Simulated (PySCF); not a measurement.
CAgO, SMILES O=[C+][Ag], charge +1, multiplicity 1. Atoms are numbered in the order given.

```xyz
3

Ag     0.0000     0.0000     0.6348
C      0.0000     0.0000    -1.4956
O      0.0000     0.0000    -2.6077
```
Charge +1, spin multiplicity 1.

Geometry: PBE0-D3(BJ)/def2-TZVP. The spin state was assumed, not searched. The def2 effective core potentials stand for the cores of Ag; spin–orbit coupling is left out.

Calculation: M06-2X/def2-TZVPD in PySCF.

The total energy comes out as -259.98245 hartree, the point group is C∞v and the highest occupied level comes out as -17.42 eV. The lowest empty level comes out as -7.47 eV, the orbital gap is 9.96 eV and the dipole moment about the centre of nuclear charge is 1.18 D. The mean static polarisability comes out as 22.0 bohr³ (3.27 Å³). The polarisability, principal values comes out as 18.3, 18.3, 29.5 bohr³.
